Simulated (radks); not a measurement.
The numbers below are computed, except where a source is named.
Ru+, configuration [Kr] 4d7.

Code: a radial shooting solver on a logarithmic mesh with Libxc functionals. Model: scalar-relativistic Kohn-Sham, PBE, spin-polarised, spherical densities, point nucleus; open shells are filled with parallel spins first (spin-orbit coupling, left out, can overturn this in heavy ions).

Energy parts (hartree):
part                        energy
total                  -4530.53880
kinetic                 4685.05117
electron-nucleus      -10917.85263
Hartree                 1835.55136
exchange-correlation    -133.28869

Orbitals (lengths in bohr, moments of r in powers of bohr):
orbital	occ.	eigenvalue (hartree)	<r>	<1/r>
1s down	1	-806.4571	0.03344	45.88
1s up	1	-806.4568	0.03344	45.88
2s up	1	-116.1813	0.1457	10.37
2s down	1	-116.1669	0.1457	10.37
2p up	3	-104.0777	0.1270	10.06
2p down	3	-104.0669	0.1270	10.06
3s up	1	-20.67810	0.4027	3.595
3s down	1	-20.67088	0.4027	3.594
3p up	3	-16.70153	0.4030	3.423
3p down	3	-16.69328	0.4030	3.422
3d up	5	-10.30523	0.3842	3.194
3d down	5	-10.29216	0.3841	3.194
4s up	1	-3.10564	1.021	1.340
4s down	1	-3.03768	1.018	1.346
4p up	3	-2.00843	1.131	1.193
4p down	3	-1.93556	1.128	1.198
4d up	5	-0.49076	1.626	0.8303
4d down	2	-0.41832	1.669	0.8181

The highest occupied level is 4d down at -11.383 eV. The density falls to 0.001 e/bohr^3 at r = 3.82 bohr. For comparison, the ionisation energy in NIST's Atomic Spectra Database is 16.8 eV (semi-empirical). In exact Kohn-Sham theory the highest level is minus the ionisation energy, but local and semilocal functionals leave it too shallow, through self-interaction and a potential that decays too fast; potentials with the right tail come closer.
